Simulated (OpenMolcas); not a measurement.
# Nb3+: ligand-field states by method

Nb3+ with 6 ligands (water, chloride on the axis) in tetragonal octahedral coordination (D2h) at 2.08 Å, the axial distance 2.479 Å. Ligand basis ANO-RCC-VDZP.

```json
{
 "Program": "OpenMolcas 26.06",
 "Basis": "ANO-RCC-VDZP [6s5p3d1f]",
 "Scalar Hamiltonian": "DKH2, point nucleus",
 "Active space": "2 electrons in 5 orbitals (4d)",
 "State averaging": "2S+1 = 3 even, 10 roots; 2S+1 = 1 even, 15 roots",
 "Spin-orbit coupling": "RASSI with atomic mean-field integrals over the reference wave functions"
}
```

I. CASSCF
II. SS-CASPT2, IPEA 0.25 Eh, imaginary shift 0.1 Eh (closed shells correlated: 4s 4p and the ligand valence shells)
III. SS-CASPT2, IPEA 0.5 Eh, imaginary shift 0.1 Eh (closed shells correlated: 4s 4p and the ligand valence shells)

Spin-free states in cm-1, each column counted from its own energy of the first state listed:

| State | Degeneracy | I | II | III |
| --- | --- | --- | --- | --- |
| 2S+1 = 3 | 1 | 0 | 0 | 0 |
| 2S+1 = 3 | 1 | 3555 | 4140 | 4140 |
| 2S+1 = 3 | 1 | 4486 | 5260 | 5350 |
| 2S+1 = 1 | 1 | 9241 | 6940 | 6870 |
| 2S+1 = 1 | 1 | 9367 | 6910 | 6780 |
| 2S+1 = 1 | 1 | 13084 | 11340 | 11270 |
| 2S+1 = 1 | 1 | 13502 | 10910 | 11240 |
| 2S+1 = 1 | 1 | 13737 | 12240 | 12270 |
| 2S+1 = 3 | 1 | 24642 | 25430 | 25420 |
| 2S+1 = 1 | 1 | 25394 | 22270 | 22230 |
| 2S+1 = 3 | 1 | 27513 | 27850 | 27870 |
| 2S+1 = 3 | 1 | 30634 | 31480 | 31490 |
| 2S+1 = 3 | 1 | 34040 | 32500 | 32720 |
| 2S+1 = 1 | 1 | 34463 | 32330 | 32370 |
| 2S+1 = 3 | 1 | 35434 | 32990 | 33050 |
| 2S+1 = 1 | 1 | 36671 | 34580 | 34670 |
| 2S+1 = 3 | 1 | 38158 | 37220 | 37410 |
| 2S+1 = 1 | 1 | 38880 | 35800 | 35790 |
| 2S+1 = 1 | 1 | 39780 | 36220 | 36080 |
| 2S+1 = 1 | 1 | 40057 | 38470 | 38540 |

From I to II, I's first state of the same spin (2S+1 = 3) moves from 3555 to 4140 cm-1, by about +580 cm-1.

From I to II, I's first state of another spin (2S+1 = 1) moves from 9241 to 6940 cm-1, by about -2300 cm-1. In II another state of that kind comes below it.

χT at 300 K: I 0.87, II 0.88, III 0.88 cm3 K/mol.

Over all roots computed the reference weight is 0.68 to 0.69 in II, 0.69 to 0.70 in III; a low but even weight reflects the number of correlated electrons. The least metal-like active orbital is 75 % on the metal (Löwdin) and no ligand orbital is active, so the numbers are rough. Ligand-to-metal charge-transfer states are missing. With no ligand orbital active B as a rule stays too high, so bands that hang on it stand too high and its fall with covalency is understated. Without dynamic correlation the repulsion within the d shell is too large (B by tens of per cent), so at a given field states of lower spin stand too high (holds for I). With metal d orbitals alone the field can be off either way by tens of per cent (holds for I). With one d shell and no ligand orbital active, 10Dq can be off by a tenth or more (holds for II; III). No measured value stands beside these numbers; the geometry is a model, was not optimised and need not be the one that this ion takes.

A state without a sure symmetry label is named by its multiplicity alone.
